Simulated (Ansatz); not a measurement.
Species: chloro(dimethyl)borane, C2H6BCl, charge 0, multiplicity 1. 
Structure (B3LYP-D3(BJ)/def2-TZVP (Ansatz, a quantum-chemistry and plane-wave program) minimum search):
```xyz
10

C      1.4255    -0.9875    -0.4063
B      0.0192    -0.3520    -0.1827
C     -1.3160    -1.0184    -0.6351
Cl    -0.0670     1.2264     0.6367
H      1.3875    -2.0783    -0.4510
H      2.1747    -0.6750     0.3208
H      1.7812    -0.6533    -1.3905
H     -1.6549    -1.6609     0.1891
H     -2.1209    -0.3108    -0.8325
H     -1.1825    -1.6752    -1.4977
```

Dipole moments at this geometry, in debye (magnitudes).

```
level                    program  dipole (D)
-----------------------  -------  ----------
SVWN5/def2-TZVPD          Ansatz        1.66
PBE/def2-TZVPD            Ansatz        1.61
BLYP/def2-TZVPD           Ansatz        1.59
B97M-V/def2-TZVPD         Ansatz        1.68
PBE0/def2-TZVPD           Ansatz        1.69
BHLYP/def2-TZVPD          Ansatz        1.74
HSE06/def2-TZVPD          Ansatz           ?
CAM-B3LYP/def2-TZVPD      Ansatz        1.70
wB97X-V/def2-TZVPD        Ansatz        1.72
CCSD(T)/aug-cc-pV(D+d)Z   Ansatz           ?
```

Problem. What belongs in the gaps?

Solution. 
- HSE06/def2-TZVPD, dipole (D): 1.69
- CCSD(T)/aug-cc-pV(D+d)Z, dipole (D): 1.59
